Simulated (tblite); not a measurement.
Compound: C5H12O3S.
SMILES with atom numbers: `[CH3:1][O:2][CH2:3][C@H:4]([CH3:5])[S:6]([CH3:7])(=[O:8])=[O:9]` (hydrogens: H10, H11, H12 on C1; H13, H14 on C3; H15 on C4; H16, H17, H18 on C5; H19, H20, H21 on C7)

Computed with GFN2-xTB (tblite), gas phase: L-BFGS steps from a force-field or distance-geometry start until the largest atomic force falls under 0.01 eV/Å.

Step 3: E = -877.4065 eV
```
atom  x, y, z in Å  |  force x, y, z in eV/Å
C1      2.3207    1.5121   -0.6571    0.068   0.005  -0.038
O2      1.2570    0.9916    0.1008   -0.068   0.008   0.072
C3      0.9223   -0.3238   -0.2839    0.056  -0.144  -0.026
C4     -0.2025   -0.8685    0.5809    0.005   0.143  -0.069
C5     -0.2990   -2.3804    0.5364    0.058   0.012   0.001
S6     -1.8090   -0.1685    0.0322    0.085  -0.027   0.048
C7     -1.6600    1.6255    0.2168   -0.004  -0.102  -0.040
O8     -2.8117   -0.6077    0.9676   -0.013  -0.114  -0.172
O9     -1.9882   -0.4690   -1.3640   -0.085  -0.070   0.050
H10     3.2237    0.8971   -0.5407   -0.054   0.017  -0.060
H11     2.5335    2.5180   -0.2981   -0.114  -0.046   0.084
H12     2.0514    1.5629   -1.7188    0.058  -0.037  -0.026
H13     0.6356   -0.3470   -1.3500   -0.109  -0.043   0.138
H14     1.8040   -0.9756   -0.1600    0.041   0.032  -0.051
H15    -0.1060   -0.5090    1.6012    0.097   0.019   0.095
H16    -1.1150   -2.7350    1.1588   -0.082   0.117  -0.002
H17    -0.4668   -2.7252   -0.4798   -0.049   0.075  -0.074
H18     0.6270   -2.8152    0.9012    0.080  -0.104   0.041
H19    -1.2967    1.8179    1.2126    0.060   0.077   0.090
H20    -0.9799    1.9829   -0.5375    0.088   0.103  -0.039
H21    -2.6493    2.0336    0.0808   -0.119   0.080  -0.021
```

Step 4: E = -877.4141 eV
```
atom  x, y, z in Å  |  force x, y, z in eV/Å
C1      2.3201    1.5115   -0.6576    0.003   0.014  -0.010
O2      1.2557    0.9925    0.1034   -0.010  -0.064  -0.035
C3      0.9249   -0.3250   -0.2829    0.006  -0.077  -0.004
C4     -0.1955   -0.8706    0.5818   -0.095   0.182  -0.001
C5     -0.2965   -2.3814    0.5363    0.023   0.061   0.000
S6     -1.8035   -0.1682    0.0344   -0.025  -0.064  -0.087
C7     -1.6604    1.6289    0.2161   -0.003  -0.118  -0.009
O8     -2.8135   -0.6143    0.9567    0.001  -0.088  -0.019
O9     -1.9949   -0.4735   -1.3596    0.029  -0.025   0.019
H10     3.2219    0.8976   -0.5441   -0.013  -0.010  -0.023
H11     2.5279    2.5154   -0.2937   -0.078  -0.005   0.062
H12     2.0552    1.5609   -1.7206    0.020  -0.021  -0.006
H13     0.6297   -0.3499   -1.3453   -0.084  -0.024   0.094
H14     1.8051   -0.9752   -0.1618    0.102   0.014  -0.050
H15    -0.1025   -0.5078    1.6020    0.107  -0.001   0.085
H16    -1.1170   -2.7280    1.1569   -0.073   0.087   0.010
H17    -0.4691   -2.7204   -0.4808   -0.027   0.050  -0.074
H18     0.6280   -2.8170    0.9022    0.079  -0.133   0.036
H19    -1.2949    1.8199    1.2129    0.033   0.080   0.050
H20    -0.9774    1.9860   -0.5371    0.050   0.093  -0.022
H21    -2.6525    2.0358    0.0801   -0.044   0.049  -0.014
```

Q: Estimate the geometry and energy of step 5. (The exact step hangs on the optimiser's Hessian estimate; all steps are aligned on step 4, rigid shifts and turns removed.)

A: E = -877.4184 eV, largest force 0.151 eV/Å
```
atom  x, y, z in Å  |  force x, y, z in eV/Å
C1      2.3196    1.5113   -0.6580   -0.030   0.011   0.007
O2      1.2550    0.9918    0.1041    0.024  -0.080  -0.083
C3      0.9266   -0.3267   -0.2821   -0.016  -0.024   0.017
C4     -0.1928   -0.8692    0.5827   -0.090   0.112   0.047
C5     -0.2946   -2.3809    0.5363   -0.002   0.066   0.004
S6     -1.8005   -0.1691    0.0337   -0.125  -0.061   0.025
C7     -1.6606    1.6293    0.2156   -0.001  -0.065   0.006
O8     -2.8147   -0.6200    0.9502    0.056  -0.050   0.018
O9     -1.9983   -0.4766   -1.3567    0.081  -0.026  -0.120
H10     3.2207    0.8977   -0.5465    0.012  -0.020   0.001
H11     2.5232    2.5139   -0.2899   -0.055   0.012   0.043
H12     2.0578    1.5594   -1.7218   -0.004  -0.005   0.002
H13     0.6246   -0.3521   -1.3410   -0.068  -0.020   0.039
H14     1.8077   -0.9749   -0.1638    0.109   0.002  -0.046
H15    -0.0985   -0.5072    1.6038    0.096  -0.005   0.064
H16    -1.1193   -2.7222    1.1558   -0.038   0.073  -0.001
H17    -0.4710   -2.7165   -0.4825   -0.004   0.050  -0.032
H18     0.6297   -2.8203    0.9033    0.020  -0.107   0.009
H19    -1.2934    1.8223    1.2137    0.000   0.060  -0.010
H20    -0.9752    1.9893   -0.5370   -0.001   0.063   0.016
H21    -2.6548    2.0377    0.0795    0.035   0.012  -0.005
```

The energy changes by -0.0042 eV. The first-order estimate −F·Δx gives -0.0060 eV and the mean of the old and new forces, exact on a quadratic surface, -0.0043 eV. The step makes an angle of 50° with the force vector and moves no atom by more than 0.009 Å.

The cost below is that of the whole relaxation. On one thread of an Intel Xeon 6975P-C, on a shared host, this took 0.69 s wall.
